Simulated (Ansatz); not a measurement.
Si₄⁺, relaxed as a doublet with UKS r2SCAN-D4/def2-TZVP in Ansatz, starting from the GFN2-xTB geometry. Force threshold 0.02 eV/Å.

The charge 1 doublet is spin-contaminated (final ⟨S²⟩ up to 1.42, 0.75 for a pure state). The relaxation made no stability test and no search for a lower SCF solution. Another isomer (doublet) lies 2.71 eV lower at PBE0-D4/def2-TZVP; other spin states weren't run for this one.

Start:

Cartesian coordinates in Å:
```
Si 0.962 -0.145 -0.541
Si -0.938 0.170 0.575
Si -2.838 0.456 1.641
Si 2.814 -0.481 -1.675
```

| step | energy (eV) | largest force component (eV/Å) | SCF passes |
| --- | --- | --- | --- |
| 1 | -31495.4139 | 0.871 | 161 |
| 2 | -31495.4483 | 0.309 | 169 |
| 3 | -31495.4517 | 0.074 | 60 |
| 4 | -31495.4525 | 0.002 | 64 |

Force components are those of the run's own axes.

End:

Cartesian coordinates in Å:
```
Si 0.942 -0.140 -0.526
Si -0.919 0.167 0.564
Si -2.857 0.459 1.651
Si 2.834 -0.486 -1.689
```

By distances, no bond broke or formed. The bond that changes most is Si1–Si4, from 2.20 to 2.25 Å (atoms count from 1).

No frequencies were taken in this run, so the end may be a saddle point.

Run time 2.5 min (4 threads of Arm Neoverse N1 on a shared host).
